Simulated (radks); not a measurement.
Ionisation of neutral rhodium, [Kr] 4d8 5s1, to [Kr] 4d8 as the strength of local exchange is varied. All-electron calculation, scalar-relativistic Kohn-Sham, Slater X-alpha exchange (alpha = 2/3 is LDA exchange), no correlation, spin-polarised, spherical densities, point nucleus; open shells are filled with parallel spins first (spin-orbit coupling, left out, can overturn this in heavy ions). Program: a radial shooting solver on a logarithmic mesh with Libxc functionals.

alpha  E(Rh) (hartree)  exchange (hartree)  IE (eV)  -e of the level emptied (eV)  <r> of it (bohr)
0.585      -4759.44906          -113.32372    6.854                    3.823 (5s)             3.357
0.667      -4775.39011          -129.65160    7.363                    4.307 (5s)             3.274
0.767      -4794.90427          -149.71017    8.005                    4.931 (5s)             3.179
0.909      -4822.75355          -178.46897    8.958                    5.874 (5s)             3.054
1.006      -4841.87105          -198.29930    9.635                    6.556 (5s)             2.974
1.015      -4843.64869          -200.14683    9.699                    6.620 (5s)             2.967

NIST Atomic Spectra Database: 7.459 eV (measured). The Delta-SCF value meets it near alpha = 0.68. Open shells are spherical and high-spin; term and fine-structure splittings are not resolved.
